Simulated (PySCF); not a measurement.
## Chromium: a sound run and one with changed settings

Sound run: Cr²⁺ [Ar] 3d4, Cr³⁺ [Ar] 3d3. Computed with PySCF 2.14 in 6-31G* (5s4p2d1f, 34 functions), with the non-relativistic Hamiltonian (point nucleus). In the sound run the correlated levels freeze [Ar]. The sound run starts from symmetry-adapted Hartree-Fock orbitals and uses a fine grid where one is needed.

Changed run: all electrons correlated in a basis built for the valence shell.

| species | method | sound run (hartree) | changed run (hartree) | converged |
| --- | --- | --- | --- | --- |
| Cr²⁺ | MP2 | -1042.48712 | -1042.61837 | yes |
| Cr³⁺ | MP2 | -1041.36502 | -1041.49297 | yes |

Ionisation energy of Cr²⁺:

```
 method  sound run (eV)  changed run (eV)
    UHF          30.090            30.090
    MP2          30.534            30.623
SCS-MP2          30.238            30.316
```

A valence basis has no tight correlating functions, so it recovers only part of the core correlation, and not evenly between atom and ion.

For comparison, NIST gives 30.959 ± 0.025 eV between the lowest levels.
